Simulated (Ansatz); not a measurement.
TiF₄. Total charge 0; singlet. Geometry PBE-D4/def2-SVP, basis def2-TZVP, Ansatz.

```
run  HOMO (eV)  LUMO (eV)
  A     -12.53      -3.22
  B     -18.03       1.31
  C     -15.36      -0.80
  D     -11.08      -4.10
  E     -10.97      -4.11
  F     -15.03      -0.83
```

LC-ωPBE has ω = 0.4 bohr⁻¹.

Task: The runs used B97M-V, HF, LC-ωPBE, PBE0, r2SCAN, ωB97M-V. Estimate which is which.

Result: A PBE0 (25 % exact exchange); B HF (100 % exact exchange); C LC-ωPBE (range-separated); D B97M-V (0 % exact exchange); E r2SCAN (0 % exact exchange); F ωB97M-V (range-separated). Exact exchange lowers occupied and raises empty levels; among semilocal functionals meta-GGAs tend to open the gap a little, and such runs are hard to tell apart. The gap grows from 6.86 eV (r2SCAN) to 19.34 eV (HF).
